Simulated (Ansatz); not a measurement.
Start from `N[SiH](O)Cl` and change one atom or group to get `O[SiH](Cl)[SiH2]F`.

Ansatz, PBE0-D4/def2-TZVP geometries, multiplicity 1. Each molecule was computed in one conformer, which needn't be the lowest.

```json
{"property": "zero-point energy (PBE0-D4/def2-TZVP) / kJ/mol", "`N[SiH](O)Cl`": "134.6"}
{"property": "LUMO energy (PBE0/def2-TZVPP) / eV", "`N[SiH](O)Cl`": "0.73"}
{"property": "size of the dipole moment (B3LYP/def2-TZVPP) / D", "`N[SiH](O)Cl`": "2.52"}
{"property": "HOMO energy (PBE0/def2-TZVPP) / eV", "`N[SiH](O)Cl`": "-7.98"}
{"property": "HOMO–LUMO gap (PBE/def2-TZVPP) / eV", "`N[SiH](O)Cl`": "6.37"}
{"property": "HOMO–LUMO gap (PBE0/def2-TZVPP) / eV", "`N[SiH](O)Cl`": "8.71"}
```

Q: What does the change do to each property? (Best estimate.)

A: Computed: 
```json
{"property": "zero-point energy (PBE0-D4/def2-TZVP) / kJ/mol", "`O[SiH](Cl)[SiH2]F`": "119.0", "shift": "-15.6"}
{"property": "LUMO energy (PBE0/def2-TZVPP) / eV", "`O[SiH](Cl)[SiH2]F`": "-1.18", "shift": "-1.91"}
{"property": "size of the dipole moment (B3LYP/def2-TZVPP) / D", "`O[SiH](Cl)[SiH2]F`": "1.00", "shift": "-1.52"}
{"property": "HOMO energy (PBE0/def2-TZVPP) / eV", "`O[SiH](Cl)[SiH2]F`": "-8.09", "shift": "-0.11"}
{"property": "HOMO–LUMO gap (PBE/def2-TZVPP) / eV", "`O[SiH](Cl)[SiH2]F`": "4.80", "shift": "-1.57"}
{"property": "HOMO–LUMO gap (PBE0/def2-TZVPP) / eV", "`O[SiH](Cl)[SiH2]F`": "6.91", "shift": "-1.80"}
```

With PBE0 the HOMO falls by 0.11 eV and the LUMO falls by 1.91 eV, so the gap narrows by about 1.80 eV. PBE moves the HOMO by -0.33 eV and ωB97M-V by 0.22 eV. The zero-point energy changes by -15.6 kJ/mol with +3 modes. Dipoles are sizes alone; their direction can turn.

B3LYP here is the variant with VWN-RPA as its local correlation; programs differ in this.
